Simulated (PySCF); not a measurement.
C2H9FSi3.

```xyz
15

C      2.4041     1.0311     0.0000
Si     0.9013    -0.0758     0.0000
F      1.4067    -1.6425     0.0000
Si    -0.9228     0.2269     1.4448
C     -2.0674    -0.2591     0.0000
Si    -0.9228     0.2269    -1.4448
H      3.0243     0.8544     0.8929
H      3.0243     0.8544    -0.8929
H      2.0873     2.0866     0.0000
H     -1.1000    -0.5564     2.7030
H     -1.0785     1.6823     1.7569
H     -3.0797     0.1720     0.0000
H     -2.1593    -1.3603     0.0000
H     -1.0785     1.6823    -1.7569
H     -1.1000    -0.5564    -2.7030
```

Coordinates come from a ωB97X-D3(BJ)/def2-SVP optimisation. The structure was generated by enumeration, and PubChem lists no compound with its InChIKey, so it may never have been made.

Level of theory: B3LYP/pcSseg-1 in PySCF. Non-relativistic, no solvent.

Give the absolute GIAO shielding of each atom: isotropic value and principal components (ppm). (An estimate is asked for; the answer gives what the named calculation found.)


```json
[
 {"atom": "C1", "σ(iso)": "174.9", "σ11": "159.5", "σ22": "181.3", "σ33": "184.0", "span": "24.5"},
 {"atom": "Si2", "σ(iso)": "251.4", "σ11": "207.4", "σ22": "238.7", "σ33": "308.0", "span": "100.6"},
 {"atom": "F3", "σ(iso)": "405.3", "σ11": "351.4", "σ22": "396.6", "σ33": "467.8", "span": "116.5"},
 {"atom": "Si4", "σ(iso)": "391.0", "σ11": "316.6", "σ22": "386.9", "σ33": "469.6", "span": "152.9"},
 {"atom": "C5", "σ(iso)": "188.7", "σ11": "185.1", "σ22": "185.2", "σ33": "195.7", "span": "10.7"},
 {"atom": "Si6", "σ(iso)": "391.0", "σ11": "316.6", "σ22": "386.9", "σ33": "469.6", "span": "152.9"},
 {"atom": "H7", "σ(iso)": "30.4", "σ11": "26.6", "σ22": "27.9", "σ33": "36.6", "span": "10.0"},
 {"atom": "H8", "σ(iso)": "30.4", "σ11": "26.6", "σ22": "27.9", "σ33": "36.6", "span": "10.0"},
 {"atom": "H9", "σ(iso)": "31.1", "σ11": "27.4", "σ22": "29.0", "σ33": "36.9", "span": "9.5"},
 {"atom": "H10", "σ(iso)": "26.8", "σ11": "22.9", "σ22": "24.6", "σ33": "32.8", "span": "10.0"},
 {"atom": "H11", "σ(iso)": "27.3", "σ11": "24.8", "σ22": "25.7", "σ33": "31.4", "span": "6.6"},
 {"atom": "H12", "σ(iso)": "30.8", "σ11": "26.3", "σ22": "27.2", "σ33": "39.0", "span": "12.8"},
 {"atom": "H13", "σ(iso)": "31.0", "σ11": "27.4", "σ22": "27.9", "σ33": "37.8", "span": "10.3"},
 {"atom": "H14", "σ(iso)": "27.3", "σ11": "24.8", "σ22": "25.7", "σ33": "31.4", "span": "6.6"},
 {"atom": "H15", "σ(iso)": "26.8", "σ11": "22.9", "σ22": "24.6", "σ33": "32.8", "span": "10.0"}
]
```
